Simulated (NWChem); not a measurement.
System: HS2 anion

The following NWChem deck was run.

```
start job
memory heap 200 mb stack 900 mb global 1100 mb
charge -1
geometry units angstroms noautosym nocenter noautoz
  S      0.032852    -1.127765     0.000000
  S      0.061590     1.013682     0.000000
  H     -1.270092     1.298169     0.000000
end
basis spherical
  * library aug-cc-pvdz
end
dft
  xc m05-2x
  iterations 150
end
cosmo
  do_cosmo_smd true
  solvent octanol
end
task dft energy
```

Excerpt of the output:

```
             Northwest Computational Chemistry Package (NWChem) 7.3.0
             --------------------------------------------------------

                             Geometry "geometry" -> ""
                             -------------------------

 Output coordinates in angstroms (scale by  1.889725989 to convert to a.u.)

  No.       Tag          Charge          X              Y              Z
 ---- ---------------- ---------- -------------- -------------- --------------
    1 S                   16.0000     0.03285200    -1.12776500     0.00000000
    2 S                   16.0000     0.06159000     1.01368200     0.00000000
    3 H                    1.0000    -1.27009200     1.29816900     0.00000000

 Effective nuclear repulsion energy (a.u.)      72.5474011349

                                 NWChem DFT Module
                                 -----------------

 Summary of "ao basis" -> "ao basis" (spherical)
 ------------------------------------------------------------------------------
       Tag                 Description            Shells   Functions and Types
 ---------------- ------------------------------  ------  ---------------------
 S                        aug-cc-pvdz               11       27   5s4p2d
 H                        aug-cc-pvdz                5        9   3s2p

 in cosmo_initialize ...
 calling solv_data for solv:octanol

 solvent parameters
 solvname_short: octanol
 solvname_long:  1-octanol
 dielec:        9.8629
 dielecinf:     2.0435
 nonaqueous SMD model solvent descriptors
 dielec:        9.8629
 sola:          0.3700
 solb:          0.4800
 solc:          0.0000
 solg:         39.0100
 solh:          0.0000
 soln:          1.4295

          ---------------
          -cosmo- solvent
          ---------------
 Cosmo: York-Karplus, doi: 10.1021/jp992097l
 dielectric constant -eps-     =   9.86
 screen = (eps-1)/(eps    )    =   0.89861
 surface charge correction     = lagrangian

   van der Waals surface
 --------------------------

 ---------- ATOMIC COORDINATES (A.U.) ------------ VDWR(ANG.) --
     1    0.06208128   -2.13116683    0.00000000     2.490
     2    0.11638822    1.91558122    0.00000000     2.490
     3   -2.40012586    2.45318370    0.00000000     1.200
 number of segments per atom =        128
 number of   points per atom =        128
 atom (   nspa,  nppa )
 ----------------------
    1 (     92,     0 )       0
    2 (     92,     0 )       0
    3 (     24,     0 )       0
 number of -cosmo- surface points =      208
 molecular surface =    111.986 angstrom**2
 molecular volume  =    108.889 angstrom**3
 -lineq- algorithm             =   0
 -bem- low  level              =   3
 -bem- from -octahedral-
 gaussian surface charge width =   4.50000
 degree of switching           =   1.00000
 switching function tolerance  =   0.00010
 atomic radii =
 --------------
    1 16.000  2.490
    2 16.000  2.490
    3  1.000  1.200
 ...... end of -cosmo- initialization ......

 nat:                     3
 ixmem:                   608
 calling mnsol_interface()
 G(SMD-CDS) energy (kcal/mol)  =    -2.543
 SMD-CDS SASA (angstrom**2)    =    95.390

            General Information
            -------------------
          SCF calculation type: DFT
          Wavefunction type:  closed shell.
          No. of atoms     :     3
          No. of electrons :    34
           Alpha electrons :    17
            Beta electrons :    17
          Charge           :    -1
          Spin multiplicity:     1
          Use of symmetry is: off; symmetry adaption is: off
          Maximum number of iterations: 150
          AO basis - number of functions:    63
                     number of shells:    27
          Convergence on energy requested:  1.00D-06
          Convergence on density requested:  1.00D-05
          Convergence on gradient requested:  5.00D-04

              XC Information
              --------------
                       M05-2X Method XC Functional
                     Hartree-Fock (Exact) Exchange  0.560
                M05-2X metaGGA Exchange Functional  0.440
                      M05-2X Correlation Potential  1.000

[...]

                                COSMO-SMD solvation results
                                ---------------------------

             internal energy in gas <Psi(g)|H|Psi(g)> =      -797.014355502772
         internal energy in solvent <Psi(s)|H|Psi(s)> =      -797.012789143375
                               delta internal energy  =         0.001566359397 (    0.98 kcal/mol)
   total free energy in solvent <Psi(s)|H+V/2|Psi(s)> =      -797.098867524504
 polarization energy contribution <Psi(s)|V/2|Psi(s)> =        -0.086078381130 (  -54.01 kcal/mol)
    total free energy in solvent including G(SMD-CDS) =      -797.102919310325
                       G(SMD-CDS) energy contribution =        -0.004051785821 (   -2.54 kcal/mol)
     1 M fixed-concentration free energy of solvation =        -0.088563807554 (  -55.57 kcal/mol)

                       DFT Final Molecular Orbital Analysis
                       ------------------------------------

 Vector   15  Occ=2.000000D+00  E=-3.109700D-01
              MO Center=  2.5D-02,  3.8D-01, -1.1D-10, r^2= 2.4D+00
   Bfn.  Coefficient  Atom+Function         Bfn.  Coefficient  Atom+Function
  ----- ------------  ---------------      ----- ------------  ---------------
    38      0.440756  2 S  pz                41      0.393588  2 S  pz
    11      0.264592  1 S  pz                14      0.233711  1 S  pz
    44      0.055550  2 S  pz                17      0.038016  1 S  pz
    19      0.032233  1 S  d -1

 Vector   16  Occ=2.000000D+00  E=-2.279294D-01
              MO Center=  1.1D-02, -9.1D-01, -4.3D-10, r^2= 2.3D+00
   Bfn.  Coefficient  Atom+Function         Bfn.  Coefficient  Atom+Function
  ----- ------------  ---------------      ----- ------------  ---------------
     9      0.498335  1 S  px                12      0.496015  1 S  px
    56      0.163074  3 H  s                 15      0.159240  1 S  px
    55      0.139019  3 H  s                 31     -0.129219  2 S  s
    32     -0.104312  2 S  s                 36     -0.102693  2 S  px
    40     -0.061833  2 S  py                30     -0.053153  2 S  s

 Vector   17  Occ=2.000000D+00  E=-1.990857D-01
              MO Center=  2.7D-02, -4.7D-01, -1.3D-09, r^2= 3.0D+00
   Bfn.  Coefficient  Atom+Function         Bfn.  Coefficient  Atom+Function
  ----- ------------  ---------------      ----- ------------  ---------------
    14      0.459219  1 S  pz                11      0.446549  1 S  pz
    38     -0.324205  2 S  pz                41     -0.322491  2 S  pz
    17      0.190594  1 S  pz                44     -0.132626  2 S  pz
    46     -0.029952  2 S  d -1              51     -0.025620  2 S  d -1

 Vector   18  Occ=0.000000D+00  E= 3.226895D-02
              MO Center= -1.5D-01,  4.1D-01,  4.1D-09, r^2= 1.0D+01
   Bfn.  Coefficient  Atom+Function         Bfn.  Coefficient  Atom+Function
  ----- ------------  ---------------      ----- ------------  ---------------
    32      1.376871  2 S  s                  5     -0.928689  1 S  s
    16     -0.812709  1 S  py                43     -0.754814  2 S  py
    57     -0.537875  3 H  s                 31      0.390065  2 S  s
    13     -0.355104  1 S  py                56     -0.339295  3 H  s
    40     -0.261218  2 S  py                10     -0.259684  1 S  py

 Vector   19  Occ=0.000000D+00  E= 4.138158D-02
              MO Center= -1.1D+00,  9.7D-02,  2.6D-09, r^2= 1.2D+01
   Bfn.  Coefficient  Atom+Function         Bfn.  Coefficient  Atom+Function
  ----- ------------  ---------------      ----- ------------  ---------------
    57      1.911377  3 H  s                  5     -0.820326  1 S  s
    43     -0.734728  2 S  py                42      0.695634  2 S  px
    16     -0.617840  1 S  py                56      0.473697  3 H  s
    31     -0.272920  2 S  s                 32     -0.258269  2 S  s
    39      0.245883  2 S  px                 4     -0.231088  1 S  s

 Vector   20  Occ=0.000000D+00  E= 1.026652D-01
              MO Center=  7.9D-01,  4.3D-01, -2.3D-09, r^2= 1.1D+01
   Bfn.  Coefficient  Atom+Function         Bfn.  Coefficient  Atom+Function
  ----- ------------  ---------------      ----- ------------  ---------------
    42      0.897790  2 S  px                 5      0.863133  1 S  s
    32     -0.458383  2 S  s                 15      0.454580  1 S  px
    56      0.403474  3 H  s                 43      0.383066  2 S  py
    12     -0.340290  1 S  px                31     -0.297888  2 S  s
     4     -0.264195  1 S  s                 16      0.189059  1 S  py

     Multipole analysis of the density
     ---------------------------------

     L   x y z        total         alpha         beta         nuclear
     -   - - -        -----         -----         ----         -------
     0   0 0 0     -1.000000    -17.000000    -17.000000     33.000000

     1   1 0 0     -0.465191     -0.460289     -0.460289      0.455386
     1   0 1 0      1.326194      1.161190      1.161190     -0.996186
     1   0 0 1      0.000000      0.000000      0.000000      0.000000

     2   2 0 0    -23.387911    -14.713460    -14.713460      6.039009
     2   1 1 0     -1.151389      1.643116      1.643116     -4.437621
     2   1 0 1      0.000000      0.000000      0.000000      0.000000
     2   0 2 0    -28.032280    -82.715783    -82.715783    137.399286
     2   0 1 1     -0.000000     -0.000000     -0.000000      0.000000
     2   0 0 2    -26.292129    -13.146064    -13.146064      0.000000
```

Level: M05-2X/aug-cc-pVDZ, SMD on the gas-phase geometry. Structure relaxed at the B3LYP/def2-SVPD level. The gas-phase anion has a positive highest level at the geometry level, so the gas reference is doubtful. Solvent: 1-octanol.
